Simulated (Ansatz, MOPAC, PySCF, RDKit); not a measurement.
Dimer: NH3 (SMILES N) (first 4 atoms) with SiH4 (SMILES [SiH4]); geometry from B3LYP-D3(BJ)/def2-TZVP, rigid monomers moved along the line of their centres of mass till N1···Si5 is 5.11 Å.
(charge 0, multiplicity 1):
```tsv
atom	x (Å)	y (Å)	z (Å)
N	0.0695	0.1640	-0.0073
H	-0.7442	0.6433	0.3597
H	0.0378	-0.7928	0.3247
H	0.8905	0.6013	0.3945
Si	-0.0445	-0.0224	5.0944
H	1.1907	0.6653	4.6567
H	-0.0779	-0.0766	6.5737
H	-0.0643	-1.3996	4.5528
H	-1.2267	0.7205	4.6040
```

```json
[
 {"level": "MMFF94", "interaction energy (meV)": "-4.4", "minus CCSD(T)/CBS(aug-cc-pV(D+d)Z, aug-cc-pV(T+d)Z)": "5.4", "cost": "-"},
 {"level": "UFF", "interaction energy (meV)": "-11.3", "minus CCSD(T)/CBS(aug-cc-pV(D+d)Z, aug-cc-pV(T+d)Z)": "-1.5", "cost": "-"},
 {"level": "PM3", "interaction energy (meV)": "-6.7", "minus CCSD(T)/CBS(aug-cc-pV(D+d)Z, aug-cc-pV(T+d)Z)": "3.1", "cost": "-"},
 {"level": "HF/STO-3G (no counterpoise)", "interaction energy (meV)": "2.1", "minus CCSD(T)/CBS(aug-cc-pV(D+d)Z, aug-cc-pV(T+d)Z)": "11.8", "cost": "-"},
 {"level": "HF/3-21G (no counterpoise)", "interaction energy (meV)": "-4.7", "minus CCSD(T)/CBS(aug-cc-pV(D+d)Z, aug-cc-pV(T+d)Z)": "5.1", "cost": "-"},
 {"level": "BP86/6-31G* (no counterpoise)", "interaction energy (meV)": "-15.3", "minus CCSD(T)/CBS(aug-cc-pV(D+d)Z, aug-cc-pV(T+d)Z)": "-5.5", "cost": "-"},
 {"level": "r2SCAN-D3(BJ)/def2-TZVPPD", "interaction energy (meV)": "-12.6", "minus CCSD(T)/CBS(aug-cc-pV(D+d)Z, aug-cc-pV(T+d)Z)": "-2.9", "cost": "×2"},
 {"level": "r2SCAN-D4/def2-TZVPPD", "interaction energy (meV)": "-11.3", "minus CCSD(T)/CBS(aug-cc-pV(D+d)Z, aug-cc-pV(T+d)Z)": "-1.5", "cost": "×2"},
 {"level": "B3LYP/def2-TZVPPD", "interaction energy (meV)": "2.7", "minus CCSD(T)/CBS(aug-cc-pV(D+d)Z, aug-cc-pV(T+d)Z)": "12.5", "cost": "×1"},
 {"level": "PBE0/def2-TZVPPD", "interaction energy (meV)": "-4.7", "minus CCSD(T)/CBS(aug-cc-pV(D+d)Z, aug-cc-pV(T+d)Z)": "5.1", "cost": "×1"},
 {"level": "PBE0-D4/def2-TZVPPD", "interaction energy (meV)": "-11.3", "minus CCSD(T)/CBS(aug-cc-pV(D+d)Z, aug-cc-pV(T+d)Z)": "-1.5", "cost": "×1"},
 {"level": "M06-2X/6-31G* (no counterpoise)", "interaction energy (meV)": "-20.1", "minus CCSD(T)/CBS(aug-cc-pV(D+d)Z, aug-cc-pV(T+d)Z)": "-10.3", "cost": "-"},
 {"level": "MP2/6-31G*", "interaction energy (meV)": "-2.6", "minus CCSD(T)/CBS(aug-cc-pV(D+d)Z, aug-cc-pV(T+d)Z)": "7.2", "cost": "-"},
 {"level": "CCSD(T)/CBS(aug-cc-pV(D+d)Z, aug-cc-pV(T+d)Z)", "interaction energy (meV)": "-9.8", "minus CCSD(T)/CBS(aug-cc-pV(D+d)Z, aug-cc-pV(T+d)Z)": "0.0", "cost": "×400*"}
]
```

 The comparison column counts from a level with limits of its own.

The rows run from -20.1 (M06-2X/6-31G* (no counterpoise)) to 2.7 meV (B3LYP/def2-TZVPPD). The dispersion term adds -6.7 in PBE0-D4.

Interaction energies are E(AB) − E(A) − E(B) at the monomers' geometry in the complex; basis-set methods are counterpoise corrected. Rows marked so take none. RDKit's UFF carries no charges.

Frozen-core correlation. CBS(a, b) extrapolates the correlation energy as X⁻³ and adds the Hartree–Fock energy of set b. Rows in 3-21G, 6-31G*, STO-3G carry no dispersion term and start afresh at each structure (6-31G* with six Cartesian d functions). MP2/6-31G* freezes PySCF's default core. The state that PM3 reach isn't checked.

Programs: Ansatz (a quantum-chemistry and plane-wave program); MOPAC for PM3 (differences of heats of formation); PySCF for 3-21G rows, 6-31G* rows, STO-3G rows, the dispersion terms; RDKit for the force fields. 

Costs are rough ratios of core time to PBE/def2-TZVPPD (about 2.3 s over the structures, on one shared machine); a dash marks a level with no comparable run of its own. A star marks coupled-cluster runs past 200 virtual orbitals, where the program's memory plan changes under this machine's limit, so their costs aren't comparable with smaller runs.
